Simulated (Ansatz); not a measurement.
`[GaH3-][SeH2+]`: the same geometry under several functionals.

```yaml
crystal:
  periodic: [false, false, false]
  atoms:
    - {symbol: Ga, position_ang: [-0.804607, -0.664946, -0.554203]}
    - {symbol: Se, position_ang: [0.775784, 0.591770, 1.257714]}
    - {symbol: H, position_ang: [-0.367357, -2.113220, -0.115902]}
    - {symbol: H, position_ang: [-2.145611, -0.068507, 0.017423]}
    - {symbol: H, position_ang: [-0.183410, -0.039684, -1.858729]}
    - {symbol: H, position_ang: [2.053401, 0.356330, 0.572923]}
    - {symbol: H, position_ang: [0.671800, 1.938257, 0.680775]}
basis:
  gaussian: {orbitals: def2-TZVPP}
hamiltonian: {xc: {name: BHLYP}, dispersion: d4}
output: {orbitals: {seedname: orbitals}}
```

```sh
$ ansatz run in.yaml --threads 2 --pin off --events-out ev --progress --plain
```

It prints (some lines left out):

```
Functional definition: BHLYP
1213 factors; their error is unknown
mean field evaluation 1: about -117805.6179 eV, gradient 1.7e1 eV
mean field evaluation 2: about -117806.0239 eV, gradient 1.3e1 eV
mean field evaluation 4: about -117806.1490 eV, gradient 5.5e-1 eV
mean field evaluation 8: about -117807.3888 eV, gradient 7.7e-1 eV
mean field evaluation 16: about -117807.3893 eV, gradient 3.2e-5 eV
mean field -117807.38925443 eV, -4329.3417023840 hartree, gradient 3.2e-5 eV, S^2 0.000000; 0 other end points of the search recorded, 0 dependent functions left out
reference -117807.38943362 eV, -4329.3417089689 hartree; 35, 35 occupied and 131, 131 virtual orbitals, 1213 factors
Total energy: -117807.57264897 eV, -4329.3484420087 hartree
```

It took 4.9 s on 2 threads of a server CPU on a shared host, with 0.42 GiB of host memory at the peak.

With the line `hamiltonian: {xc: {name: PBE-QIDH}}` (abridged; 8.5 s):

```
Functional definition: PBE-QIDH
mean field evaluation 16: about -117770.4823 eV, gradient 3.4e-5 eV
mean field -117770.48230168 eV, -4327.9853968868 hartree, gradient 6.8e-6 eV, S^2 0.000000
18 core orbitals not correlated: weight in the atoms' cores, before any rotation towards them, 1.000 or more for the frozen orbitals, at most 0.000 for the correlated occupied ones
second order -16.68250837 eV of doubles, -0.00000000 eV of singles
Total energy: -117776.04315052 eV, -4328.1897543122 hartree
```

With the line `hamiltonian: {xc: {name: B97M-V}}` (abridged; 16 s):

```
Functional definition: B97M-V
mean field -117786.85253576 eV, -4328.5869918930 hartree, gradient 2.9e-5 eV, S^2 0.000000
Total energy: -117786.85259671 eV, -4328.5869941330 hartree
```

The same input with `hamiltonian: {xc: {name: revPBE}, dispersion: d4}` (abridged; 3 s):

```
Functional definition: revPBE
mean field -117799.35954859 eV, -4329.0466161370 hartree, gradient 2.8e-5 eV, S^2 0.000000
Total energy: -117799.69088269 eV, -4329.0587924406 hartree
```

The same input with `hamiltonian: {xc: lda}` (abridged; 1.6 s):

```
Functional definition: SPW92
mean field -117631.57946420 eV, -4322.8808117611 hartree, gradient 8.9e-5 eV, S^2 0.000000
Total energy: -117631.57950374 eV, -4322.8808132140 hartree
```

With the line `hamiltonian: {xc: {name: r2SCAN0}, dispersion: d4}` (abridged; 8.5 s):

```
Functional definition: r2SCAN0
mean field evaluation 16: about -117807.0113 eV, gradient 2.5e-5 eV
mean field -117807.01132016 eV, -4329.3278135558 hartree, gradient 2.5e-5 eV, S^2 0.000000
Total energy: -117807.04590235 eV, -4329.3290844276 hartree
```
